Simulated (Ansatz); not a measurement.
A run for Ansatz (a program for electronic structure): R-MP2/aug-cc-pVTZ on BrGaH2 (SMILES [GaH2][Br]), atoms moved off the minimum. The run froze 28 orbitals, filled d shells among them.

Ansatz 0.2 input:
```yaml
crystal:
  periodic: [false, false, false]
  atoms:
    - {symbol: Ga, position_ang: [-0.49812905, -0.83457559, 0.19942996]}
    - {symbol: H, position_ang: [-0.07077970, -2.01761784, 1.25564189]}
    - {symbol: H, position_ang: [-1.92420635, -1.06244343, -0.75089924]}
    - {symbol: Br, position_ang: [0.60392460, 0.83144171, -0.05815640]}
basis:
  gaussian:
    orbitals: aug-cc-pVTZ
magnetization: {spin_polarized: false}
correlation: {method: mp2, electrons: outside_noble_gas}
scf: {lower_state_search: off}
output: {forces: true}
```

Output:

```
WARN ansatz: RAYON_NUM_THREADS=1 ignored (pool sized by the plan → 1); use --threads N
Functional definition: HF
these checks for a lower state are left out or cut short: starts, cluster_reference, orbital_swaps, neighbouring_geometries, increment
integrals: 0.21 GiB planned
1002 factors; integrals over basis functions are off by at most 8.5e-4 eV
mean field: 0.57 GiB planned
mean field evaluation 1: about -122366.9026 eV, gradient 1.1e1 eV
mean field evaluation 2: about -122366.9864 eV, gradient 1.1e1 eV
mean field evaluation 4: about -122367.5081 eV, gradient 1.7e0 eV
mean field evaluation 8: about -122367.5191 eV, gradient 8.5e-2 eV
mean field -122367.51913834 eV, -4496.9233846506 hartree, gradient 2.7e-6 eV, S^2 0.000000; 0 other end points of the search recorded, 0 dependent functions left out
28 core orbitals not correlated
reference -122367.51913834 eV, -4496.9233846506 hartree; 6, 6 occupied and 130, 130 virtual orbitals, 1002 factors
densities: 0.44 GiB planned
second order -6.67564607 eV of doubles, -0.00000000 eV of singles
the calculation of the forces begins
mean field evaluation 16: about -122367.5191 eV, gradient 2.7e-6 eV
Total energy: -122374.19478441 eV, -4497.1687101186 hartree
Atom 0 at    -0.498129    -0.834576     0.199430 Å, force    -5.060525    -6.835924     0.509039 eV/Å
Atom 1 at    -0.070780    -2.017618     1.255642 Å, force    -0.188072     0.680451    -0.529552 eV/Å
Atom 2 at    -1.924206    -1.062443    -0.750899 Å, force     1.329393     0.247384     0.897042 eV/Å
Atom 3 at     0.603925     0.831442    -0.058156 Å, force     3.919204     5.908089    -0.876530 eV/Å
Dipole moment:     0.044786     0.018274     0.037407 e Å
Checks for a lower state left out: starts, cluster_reference, orbital_swaps, neighbouring_geometries, increment
```

The calculation finished and met its thresholds.

Cost: roughly 8 core-seconds.
